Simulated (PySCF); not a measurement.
PySCF 2.14 output of an unrestricted TPSS calculation on a single atom or ion in aug-cc-pVDZ-DK (5s4p2d, 27 functions), with scalar relativity by spin-free X2C-1e:

```
SCF conv_tol = 1e-09
number electrons alpha = 5  beta = 5
    J. Tao, J. P. Perdew, V. N. Staroverov, and G. E. Scuseria.,  Phys. Rev. Lett. 91, 146401 (2003)
    J. P. Perdew, J. Tao, V. N. Staroverov, and G. E. Scuseria.,  J. Chem. Phys. 120, 6898 (2004)
    J. Tao, J. P. Perdew, V. N. Staroverov, and G. E. Scuseria.,  Phys. Rev. Lett. 91, 146401 (2003)
    J. P. Perdew, J. Tao, V. N. Staroverov, and G. E. Scuseria.,  J. Chem. Phys. 120, 6898 (2004)
cycle= 1 E= -199.557942443905  delta_E= -0.000925  |g|= 0.00747  |ddm|= 0.109
cycle= 2 E= -199.557963358254  delta_E= -2.09e-05  |g|= 0.00117  |ddm|= 0.0172
cycle= 3 E= -199.557963883314  delta_E= -5.25e-07  |g|= 1.11e-06  |ddm|= 0.00232
cycle= 4 E= -199.557963883315  delta_E= -5.12e-13  |g|= 2.23e-07  |ddm|= 1.46e-06
converged SCF energy = -199.557963883315  <S^2> = -5.3290705e-15  2S+1 = 1
```

The run itself started from symmetry-adapted Hartree-Fock orbitals and held the occupation by maximum overlap, on a logarithmic radial grid, so the iterations belong to that start.

**Question.** Which element, charge and spin multiplicity is this?

**Answer.** Mg(2+) (magnesium, charge +2), multiplicity 1; the state was [Ne], closed-shell 1S.
